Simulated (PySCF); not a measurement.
**$^{17}$O chemical shifts**

PySCF 2.14.0 with density-fitted response routines calculation with σ from GIAO-PBE0/pcSseg-1 and GFN2-xTB structure; non-relativistic Hamiltonian, single conformer, gas phase, one averaged value for each set of equivalent atoms.

Shieldings were converted by a linear fit to measured shifts: $^{17}$O (scatter 10.7 ppm rms, 12.2 ppm with the 3 outliers that the fit left out vs liquid water, solution or neat liquid). Occasional misses reach two or three times the rms, and more in compound classes unlike the fitted ones.

Task: Give the $^{17}$O shifts of `C=C/P=P/c1ccco1`.

Result: 
```json
{"compound": "C=C/P=P/c1ccco1", "environment": "aromatic ring oxygen", "δ (ppm)": "253.6"}
```

Task: Order these by $^{17}$O shift, lowest first.
A. O=Cc1ccnn1C1CC1
B. ClC(Cl)[C@H]1C=CCO1
C. Cc1cc(S(=O)(=O)Cl)sc1C
D. CC#C/C=C(\C=O)CC#N

Result: B (21.3 ppm, ether oxygen), C (234.9 ppm, S=O oxygen), A (525.4 ppm, aldehyde oxygen), D (572.3 ppm, aldehyde oxygen).
